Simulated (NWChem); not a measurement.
CH$_{5}$AlOS; SMILES C[O][AlH][SH]

```xyz
9

Al    -0.9177     0.0861     0.0005
H     -2.4900     0.2802     0.0031
O     -0.3179    -1.5127    -0.0019
C      0.9163    -2.1771     0.0008
H      1.7900    -1.4841    -0.0195
H      1.0144    -2.8139     0.9089
H      0.9992    -2.8480    -0.8838
S      0.5100     1.7644    -0.0002
H     -0.4987     2.6813    -0.0008
```
Atoms are numbered in this order, from 1.

Results from NWChem. Medium grid unless said otherwise, to which SCAN and Minnesota functionals are sensitive. All runs use the structure optimised with PBE-D3(BJ)/def2-SVP. Hybrids' shares of exact exchange are those that their runs print; pure functionals count as 0. The functionals differ in more than this share.

```
row                     share of exact exchange  highest occupied level (eV)
----------------------  -----------------------  ---------------------------
PBE/def2-TZVP                              0.00                        -6.42
HCTH/407/def2-TZVP                         0.00                        -6.57
B3LYP/def2-TZVP                            0.20                        -7.42
r2SCAN0/def2-TZVP                          0.25                        -7.89
M06/def2-TZVP                              0.27                        -7.64
Hartree-Fock/def2-TZVP                     1.00                     withheld
```

Question: Fit a straight line of the last column on the one before it, predict the withheld value, and compare with the run.

Answer: 
1. Means of the 5 shown rows: x = 0.144, y = -7.188. Slope Σ(x − x̄)(y − ȳ)/Σ(x − x̄)² = -0.3439/0.07172 = -4.796; intercept -6.497.
2. The shown rows scatter about the line by 0.121 (root mean square); the largest residual is -0.19, at r2SCAN0/def2-TZVP.
3. At x = 1.00 (Hartree-Fock/def2-TZVP; beyond the shown range) the line gives -11.29.
4. The run gives -10.50, +0.79 from the line, 6.5 times the scatter.
